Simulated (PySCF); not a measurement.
H6Te, SMILES [TeH6]. Atoms are numbered in the order given.

```xyz
7

Te     0.0000     0.0000     0.0000
H      0.0000     1.7386     0.0000
H      0.0000    -1.7386     0.0000
H     -1.7386     0.0000     0.0000
H      1.7386     0.0000     0.0000
H      0.0000     0.0000     1.7386
H      0.0000     0.0000    -1.7386
```

Coordinates come from a B3LYP-D3(BJ)/def2-TZVP optimisation. The def2 effective core potentials stand for the cores of Te; spin–orbit coupling is left out.

Computed with PySCF with PBE/def2-TZVPD.

Gas-phase values at a fixed geometry.

```yaml
total_energy: -271.38164 hartree
point_group: Oh
highest_occupied_level: -6.12 eV
lowest_empty_level: -2.69 eV
orbital_gap: 3.43 eV
dipole_moment: 0.00 D
quadrupole, principal values (traceless, Buckingham form, about the centre of nuclear charge): 0.00, 0.00, 0.00 D·Å
mean_static_polarisability: 58.9 bohr³ (8.73 Å³)
polarisability_principal_values: 58.9, 58.9, 58.9 bohr³
```
